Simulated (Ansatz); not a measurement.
Molecular dynamics of F3HSi

input.yaml

```yaml
crystal:
  periodic: [false, false, false]
  atoms:
    - { symbol: Si, position_ang: [0.00027, 0.0, 0.024614] }
    - { symbol: H, position_ang: [0.000132, 0.0, 1.488593] }
    - { symbol: F, position_ang: [1.497501, 0.0, -0.547038] }
    - { symbol: F, position_ang: [-0.748152, 1.296586, -0.547334] }
    - { symbol: F, position_ang: [-0.748152, -1.296586, -0.547334] }
basis:
  gaussian: { orbitals: def2-SVP }
hamiltonian:
  xc: b3lyp
  dispersion: d4
md:
  timestep: 0.5
  n_steps: 166
  ensemble: nve
  temperature: 700.0
  initial_velocities: maxwell_boltzmann
  seed: 427647
```

Launched with:

```bash
$ ansatz run input.yaml --threads 1 --pin off --max-ram 2048MiB --backend cpu --events-out ev --progress --plain --runs-dir out
```

It starts from a relaxed structure.

Output, in part (step lines, the closing report, with atoms numbered from 0):

```
md step     0: t =     0.00 fs  T =   700.0 K  F+E_penalty+E_count = -16040.98581199 eV  E_kin = 0.271446 eV  conserved = -16040.71436600 eV  (22 SCF iters)
[... lines left out ...]
Total energy: -16040.85724433 eV, -589.4906308455 hartree
Atom 0 at    -0.007704     0.048105     0.022643 Å, force     0.164202    -0.562922     1.271663 eV/Å
Atom 1 at    -0.066891     0.123450     1.550757 Å, force     0.176379    -0.127985    -1.146784 eV/Å
Atom 2 at     1.482119    -0.103694    -0.550752 Å, force     0.154469     0.652354     0.129500 eV/Å
Atom 3 at    -0.803041     1.312986    -0.532352 Å, force     0.104265     0.230427    -0.315187 eV/Å
Atom 4 at    -0.662537    -1.286954    -0.558987 Å, force    -0.599316    -0.191874     0.060807 eV/Å
Dipole moment:    -0.008182     0.085921     0.287904 e Å
```

The steps, from the saved trajectory:

```csv
time (fs),T (K),potential energy less start (eV),conserved less start (meV/atom)
0.0,700,0.000,0.00
2.5,517,0.072,0.14
5.0,455,0.096,0.08
7.5,362,0.131,0.08
10.0,200,0.195,0.18
12.5,329,0.144,0.10
15.0,423,0.108,0.04
17.5,337,0.141,0.17
20.0,426,0.106,0.02
22.5,251,0.175,0.12
25.0,113,0.229,0.17
27.5,226,0.184,0.05
30.0,179,0.203,0.11
32.5,204,0.193,0.14
35.0,369,0.128,0.02
37.5,268,0.168,0.14
40.0,310,0.152,0.13
42.5,454,0.096,0.02
45.0,359,0.133,0.16
47.5,441,0.101,0.06
50.0,432,0.104,0.07
52.5,289,0.160,0.16
55.0,383,0.123,0.09
57.5,442,0.100,0.05
60.0,400,0.117,0.18
62.5,581,0.046,0.01
65.0,472,0.089,0.10
67.5,346,0.138,0.15
70.0,400,0.116,0.04
72.5,252,0.174,0.12
75.0,231,0.183,0.14
77.5,407,0.114,0.02
80.0,310,0.152,0.14
82.5,340,0.140,0.12
```

The run went to its last step. The conserved energy stayed within 0.21 meV per atom of its start (net change 0.093 meV per atom), so the integration is sound. Over the second half the temperature averaged 0.55 of the 700 K drawn at the start: a run that starts near a minimum puts about half its kinetic energy into the potential. A run of 0.083 ps of so small a system gives no equilibrium averages.

The same pairs are bonded in the first frame and the last. Pairs count as bonded within 1.25 times the sum of covalent radii (0.12 Å more for H–H).

Last frame:

```xyz
5
Properties=species:S:1:pos:R:3
Si -0.008 0.048 0.023
H -0.067 0.123 1.551
F 1.482 -0.104 -0.551
F -0.803 1.313 -0.532
F -0.662 -1.287 -0.559
```

Time of the run: 3.8 min on 1 thread of Arm Neoverse V2 (shared host), peak memory 0.11 GiB.
